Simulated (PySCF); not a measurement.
AlBr3 (SMILES [Br][Al]([Br])[Br]), singlet, at a GFN2-xTB geometry (such geometries of metal compounds can be far from the true shape).

Here is a job for PySCF.
```python
from pyscf import gto, scf, dft

mol = gto.M(
    atom='''
Al   -0.000000   -0.000000    0.000000
Br   -1.799075   -1.338900   -0.104486
Br   -0.015451    1.984855   -1.048978
Br    1.814526   -0.645954    1.153464
''',
    basis='6-31g',
    charge=0,
    spin=0,
    verbose=5,
)

mf = dft.RKS(mol)
mf.xc = 'pbe0'
mf = mf.density_fit(auxbasis='def2-universal-jkfit')
mf.kernel()
mf.analyze()
```

Task: What does this run give for the total energy, dipole moment, HOMO energy, number of basis functions, HOMO-LUMO gap, nuclear repulsion energy?

Result: 
```json
{
  "total_energy": "-216681.7221 eV",
  "dipole_moment": "0.00 D",
  "HOMO energy": "-8.87 eV",
  "number_of_basis_functions": "94",
  "HOMO-LUMO gap": "6.59 eV",
  "nuclear_repulsion_energy": "821.8599 Eh"
}
```
